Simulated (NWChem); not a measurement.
System: SnN2H4ClF; SMILES [NH2][Sn]([NH2])([F])[Cl]

```xyz
9

N     -0.8787    -1.2363    -1.4994
Sn     0.0241    -0.2357    -0.0085
N      1.9814    -0.6657     0.1166
F     -0.9793    -0.7669     1.5615
Cl    -0.1315     2.1016    -0.0749
H     -0.6213    -0.8900    -2.4223
H     -1.8941    -1.2053    -1.4187
H      2.1577    -1.6142     0.4442
H      2.4818    -0.0157     0.7205
```
Atoms are numbered in this order, from 1.

Results from NWChem. Medium grid unless said otherwise, to which SCAN and Minnesota functionals are sensitive. The geometry was optimised at PBE0/def2-SVP. No frequency run checked for a minimum. def2 effective core potentials on Sn; no spin-orbit coupling. Hybrids' shares of exact exchange are those that their runs print; pure functionals count as 0. The functionals differ in more than this share.

```
row                share of exact exchange  orbital gap (eV)
-----------------  -----------------------  ----------------
PBE/def2-SVP                          0.00              4.11
HCTH/407/def2-SVP                     0.00              4.13
B3LYP/def2-SVP                        0.20              5.98
B97-2/def2-SVP                        0.21              6.21
r2SCAN0/def2-SVP                      0.25          withheld
```

### Question
Fit a straight line of the last column on the one before it, predict the withheld value, and compare with the run.

### Answer

1. Means of the 4 shown rows: x = 0.103, y = 5.107. Slope Σ(x − x̄)(y − ȳ)/Σ(x − x̄)² = 0.4060/0.04208 = 9.650; intercept 4.118.
2. The shown rows scatter about the line by 0.048 (root mean square); the largest residual is -0.07, at B3LYP/def2-SVP.
3. At x = 0.25 (r2SCAN0/def2-SVP; beyond the shown range) the line gives 6.53.
4. The run gives 6.97, +0.44 from the line, 9.2 times the scatter.
